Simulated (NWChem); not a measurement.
The numbers come from NWChem runs, not from measurements. System: SSi, charge 0, spin multiplicity 1, displaced from the optimised geometry. Level: BLYP/def2-TZVP.

Job file:

```
start mol
memory heap 200 mb stack 900 mb global 1100 mb
geometry units angstroms nocenter noautoz
  Si     0.000000     0.000000     1.055169
  S      0.000000     0.000000    -0.923273
  symmetry group C2v
end
basis spherical
  * library def2-tzvp
end
dft
  xc becke88 lyp
  semidirect memsize 60000000 filesize 0
  iterations 100
  convergence damp 70 ncydp 30
end
task dft gradient
```

NWChem printed:

```
             Northwest Computational Chemistry Package (NWChem) 7.3.0
             --------------------------------------------------------

                                NWChem Input Module
                                -------------------

 Scaling coordinates for geometry "geometry" by  1.889725989
 (inverse scale =  0.529177249)

 Turning off AUTOSYM since
 SYMMETRY directive was detected!

                             Geometry "geometry" -> ""
                             -------------------------

 Output coordinates in angstroms (scale by  1.889725989 to convert to a.u.)

  No.       Tag          Charge          X              Y              Z
 ---- ---------------- ---------- -------------- -------------- --------------
    1 Si                  14.0000     0.00000000     0.00000000     1.05516900
    2 S                   16.0000     0.00000000     0.00000000    -0.92327300

 Effective nuclear repulsion energy (a.u.)      59.9136612425

            Nuclear Dipole moment (a.u.)
            ----------------------------
        X                 Y               Z
 ---------------- ---------------- ----------------
     0.0000000000     0.0000000000    -0.0000037795

      Symmetry information
      --------------------

 Group name             C2v
 Group number             16
 Group order               4
 No. of unique centers     2

      Symmetry unique atoms

     1    2


 Summary of "ao basis" -> "" (spherical)
 ------------------------------------------------------------------------------
       Tag                 Description            Shells   Functions and Types
 ---------------- ------------------------------  ------  ---------------------
 *                         def2-tzvp                  on all atoms

                                 NWChem DFT Module
                                 -----------------

 Summary of "ao basis" -> "ao basis" (spherical)
 ------------------------------------------------------------------------------
       Tag                 Description            Shells   Functions and Types
 ---------------- ------------------------------  ------  ---------------------
 Si                        def2-tzvp                13       37   5s5p2d1f
 S                         def2-tzvp                13       37   5s5p2d1f

 Summary of "ao basis" -> "ao basis" (spherical)
 ------------------------------------------------------------------------------
       Tag                 Description            Shells   Functions and Types
 ---------------- ------------------------------  ------  ---------------------
 Si                        def2-tzvp                13       37   5s5p2d1f
 S                         def2-tzvp                13       37   5s5p2d1f

      Symmetry analysis of basis
      --------------------------

        a1         32
        a2          6
        b1         18
        b2         18

            General Information
            -------------------
          SCF calculation type: DFT
          Wavefunction type:  closed shell.
          No. of atoms     :     2
          No. of electrons :    30
           Alpha electrons :    15
            Beta electrons :    15
          Charge           :     0
          Spin multiplicity:     1
          Use of symmetry is: on ; symmetry adaption is: on
          Maximum number of iterations: 100
          AO basis - number of functions:    74
                     number of shells:    26
          Convergence on energy requested:  1.00D-06
          Convergence on density requested:  1.00D-05
          Convergence on gradient requested:  5.00D-04

              XC Information
              --------------
                    Becke 1988 Exchange Functional  1.000
              Lee-Yang-Parr Correlation Functional  1.000

             Grid Information
             ----------------
          Grid used for XC integration:  medium
          Radial quadrature: Mura-Knowles
          Angular quadrature: Lebedev.
          Tag              B.-S. Rad. Rad. Pts. Rad. Cut. Ang. Pts.
          ---              ---------- --------- --------- ---------
          Si                  1.10       88           8.0       590
          S                   1.00       88           9.0       590
          Grid pruning is: on
          Number of quadrature shells:   176
          Spatial weights used:  Erf1

          Convergence Information
          -----------------------
          Convergence aids based upon iterative change in
          total energy or number of iterations.
          Levelshifting, if invoked, occurs when the
          HOMO/LUMO gap drops below (HL_TOL):  1.00D-02
          DIIS, if invoked, will attempt to extrapolate
          using up to (NFOCK): 10 stored Fock matrices.

                    Damping(70%)  Levelshifting(0.5)       DIIS
                  --------------- ------------------- ---------------
          dE  on:    start            ASAP                start
          dE off:   30 iters        100 iters           100 iters

      Screening Tolerance Information
      -------------------------------
          Density screening/tol_rho:  1.00D-10
          AO Gaussian exp screening on grid/accAOfunc:  14
          CD Gaussian exp screening on grid/accCDfunc:  20
          XC Gaussian exp screening on grid/accXCfunc:  20
          Schwarz screening/accCoul:  1.00D-08

      Superposition of Atomic Density Guess
      -------------------------------------

 Sum of atomic energies:        -686.31491183

      Non-variational initial energy
      ------------------------------

 Total energy =    -686.458166
[...]
 d= 0,ls=0.0,diis    31   -687.7244241680 -1.67D-06  2.50D-07  4.74D-10     2.0
  Singularity in Pulay matrix. Error and Fock matrices removed.

 !! scf_movecs_sym_adapt:   10 vectors were symmetry contaminated

  Symmetry fudging

 !! scf_movecs_sym_adapt:    6 vectors were symmetry contaminated

 d= 0,ls=0.0,diis    32   -687.7244280676 -3.90D-06  1.43D-10  4.94D-17     2.0
  Singularity in Pulay matrix. Error and Fock matrices removed.
  Singularity in Pulay matrix. Error and Fock matrices removed.
  Singularity in Pulay matrix. Error and Fock matrices removed.

 !! scf_movecs_sym_adapt:   10 vectors were symmetry contaminated

  Symmetry fudging

 !! scf_movecs_sym_adapt:    6 vectors were symmetry contaminated

 d= 0,ls=0.0,diis    33   -687.7244280676  2.05D-12  1.79D-10  7.64D-17     2.1

         Total DFT energy =     -687.724428067598
      One electron energy =    -1070.703514901484
           Coulomb energy =      369.608176955423
    Exchange-Corr. energy =      -46.542751364035
 Nuclear repulsion energy =       59.913661242499

 Numeric. integr. density =       30.000000121423

     Total iterative time =      1.8s

                  Occupations of the irreducible representations
                  ----------------------------------------------

                     irrep           alpha         beta
                     --------     --------     --------
                     a1                9.0          9.0
                     a2                0.0          0.0
                     b1                3.0          3.0
                     b2                3.0          3.0

                       DFT Final Molecular Orbital Analysis
                       ------------------------------------

 Vector   13  Occ=2.000000D+00  E=-2.503272D-01  Symmetry=b2
              MO Center=  5.6D-31, -2.6D-15, -4.5D-01, r^2= 2.1D+00
   Bfn.  Coefficient  Atom+Function         Bfn.  Coefficient  Atom+Function
  ----- ------------  ---------------      ----- ------------  ---------------
    53      0.437058  2 S  py                56      0.284009  2 S  py
    16      0.227920  1 Si py                50      0.209050  2 S  py
    44     -0.173707  2 S  py                19      0.129595  1 Si py
     7     -0.087677  1 Si py                13      0.087426  1 Si py
    47     -0.076012  2 S  py                10     -0.040217  1 Si py

 Vector   14  Occ=2.000000D+00  E=-2.503272D-01  Symmetry=b1
              MO Center= -2.1D-15,  5.5D-31, -4.5D-01, r^2= 2.1D+00
   Bfn.  Coefficient  Atom+Function         Bfn.  Coefficient  Atom+Function
  ----- ------------  ---------------      ----- ------------  ---------------
    52      0.437058  2 S  px                55      0.284009  2 S  px
    15      0.227920  1 Si px                49      0.209050  2 S  px
    43     -0.173707  2 S  px                18      0.129595  1 Si px
     6     -0.087677  1 Si px                12      0.087426  1 Si px
    46     -0.076012  2 S  px                 9     -0.040217  1 Si px

 Vector   15  Occ=2.000000D+00  E=-2.485152D-01  Symmetry=a1
              MO Center=  3.3D-15,  4.4D-15,  4.0D-01, r^2= 3.3D+00
   Bfn.  Coefficient  Atom+Function         Bfn.  Coefficient  Atom+Function
  ----- ------------  ---------------      ----- ------------  ---------------
     5      0.461974  1 Si s                 54     -0.377121  2 S  pz
    17      0.281227  1 Si pz                57     -0.272758  2 S  pz
     4      0.252620  1 Si s                 51     -0.178823  2 S  pz
     3     -0.157381  1 Si s                 45      0.148936  2 S  pz
    14      0.146701  1 Si pz                 8     -0.133699  1 Si pz

 Vector   16  Occ=0.000000D+00  E=-1.116042D-01  Symmetry=b2
              MO Center=  1.3D-29, -4.9D-15,  7.0D-01, r^2= 3.4D+00
   Bfn.  Coefficient  Atom+Function         Bfn.  Coefficient  Atom+Function
  ----- ------------  ---------------      ----- ------------  ---------------
    19      0.492898  1 Si py                16      0.464013  1 Si py
    56     -0.338615  2 S  py                53     -0.259248  2 S  py
    13      0.163600  1 Si py                 7     -0.157632  1 Si py
    50     -0.143534  2 S  py                44      0.106894  2 S  py
    10     -0.070711  1 Si py                47      0.048413  2 S  py

 Vector   17  Occ=0.000000D+00  E=-1.116042D-01  Symmetry=b1
              MO Center= -8.4D-16,  2.8D-30,  7.0D-01, r^2= 3.4D+00
   Bfn.  Coefficient  Atom+Function         Bfn.  Coefficient  Atom+Function
  ----- ------------  ---------------      ----- ------------  ---------------
    18      0.492898  1 Si px                15      0.464013  1 Si px
    55     -0.338615  2 S  px                52     -0.259248  2 S  px
    12      0.163600  1 Si px                 6     -0.157632  1 Si px
    49     -0.143534  2 S  px                43      0.106894  2 S  px
     9     -0.070711  1 Si px                46      0.048413  2 S  px

 Vector   18  Occ=0.000000D+00  E= 1.091675D-02  Symmetry=a1
              MO Center= -3.3D-16, -5.2D-16,  8.5D-01, r^2= 5.5D+00
   Bfn.  Coefficient  Atom+Function         Bfn.  Coefficient  Atom+Function
  ----- ------------  ---------------      ----- ------------  ---------------
    20      1.200532  1 Si pz                42      1.144969  2 S  s
     5     -0.997355  1 Si s                 57      0.692234  2 S  pz
    17      0.349860  1 Si pz                54      0.243263  2 S  pz
    40     -0.156705  2 S  s                 41      0.153134  2 S  s
     4     -0.123160  1 Si s                 23      0.121029  1 Si d  0

 center of mass
 --------------
 x =   0.00000000 y =   0.00000000 z =   0.00004540

 moments of inertia (a.u.)
 ------------------
         208.561040982264           0.000000000000           0.000000000000
           0.000000000000         208.561040982264           0.000000000000
           0.000000000000           0.000000000000           0.000000000000

     Multipole analysis of the density
     ---------------------------------

     L   x y z        total         alpha         beta         nuclear
     -   - - -        -----         -----         ----         -------
     0   0 0 0     -0.000000    -15.000000    -15.000000     30.000000

     1   1 0 0     -0.000000     -0.000000     -0.000000      0.000000
     1   0 1 0     -0.000000     -0.000000     -0.000000      0.000000
     1   0 0 1      0.688986      0.344495      0.344495     -0.000004

     2   2 0 0    -18.901570     -9.450785     -9.450785      0.000000
     2   1 1 0     -0.000000     -0.000000     -0.000000      0.000000
     2   1 0 1     -0.000000     -0.000000     -0.000000      0.000000
     2   0 2 0    -18.901570     -9.450785     -9.450785      0.000000
     2   0 1 1     -0.000000     -0.000000     -0.000000      0.000000
     2   0 0 2    -19.218131    -61.793513    -61.793513    104.368894

            General Information
            -------------------
          SCF calculation type: DFT
          Wavefunction type:  closed shell.
          No. of atoms     :     2
          No. of electrons :    30
           Alpha electrons :    15
            Beta electrons :    15
          Charge           :     0
          Spin multiplicity:     1
          Use of symmetry is: on ; symmetry adaption is: on
          Maximum number of iterations: 100
          AO basis - number of functions:    74
                     number of shells:    26
          Convergence on energy requested:  1.00D-06
          Convergence on density requested:  1.00D-05
          Convergence on gradient requested:  5.00D-04

              XC Information
              --------------
                    Becke 1988 Exchange Functional  1.000
              Lee-Yang-Parr Correlation Functional  1.000

             Grid Information
             ----------------
          Grid used for XC integration:  medium
          Radial quadrature: Mura-Knowles
          Angular quadrature: Lebedev.
          Tag              B.-S. Rad. Rad. Pts. Rad. Cut. Ang. Pts.
          ---              ---------- --------- --------- ---------
          Si                  1.10       88           8.0       590
          S                   1.00       88           9.0       590
          Grid pruning is: on
          Number of quadrature shells:   176
          Spatial weights used:  Erf1

          Convergence Information
          -----------------------
          Convergence aids based upon iterative change in
          total energy or number of iterations.
          Levelshifting, if invoked, occurs when the
          HOMO/LUMO gap drops below (HL_TOL):  1.00D-02
          DIIS, if invoked, will attempt to extrapolate
          using up to (NFOCK): 10 stored Fock matrices.

                    Damping(70%)  Levelshifting(0.5)       DIIS
                  --------------- ------------------- ---------------
          dE  on:    start            ASAP                start
          dE off:   30 iters        100 iters           100 iters

      Screening Tolerance Information
      -------------------------------
          Density screening/tol_rho:  1.00D-10
          AO Gaussian exp screening on grid/accAOfunc:  14
          CD Gaussian exp screening on grid/accCDfunc:  20
          XC Gaussian exp screening on grid/accXCfunc:  20
          Schwarz screening/accCoul:  1.00D-08

                            NWChem DFT Gradient Module
                            --------------------------

  charge          =   0.00
  wavefunction    = closed shell

  Using symmetry

                         DFT ENERGY GRADIENTS

    atom               coordinates                        gradient
                 x          y          z           x          y          z
   1 Si      0.000000   0.000000   1.993980    0.000000   0.000000   0.010015
   2 S       0.000000   0.000000  -1.744733    0.000000   0.000000  -0.010015

                 ----------------------------------------
                 |  Time  |  1-e(secs)   |  2-e(secs)   |
                 ----------------------------------------
                 |  CPU   |       0.00   |       2.43   |
                 ----------------------------------------
                 |  WALL  |       0.00   |       2.43   |
                 ----------------------------------------

 Task  times  cpu:        4.6s     wall:        4.6s

 Total times  cpu:        4.6s     wall:        4.6s
```
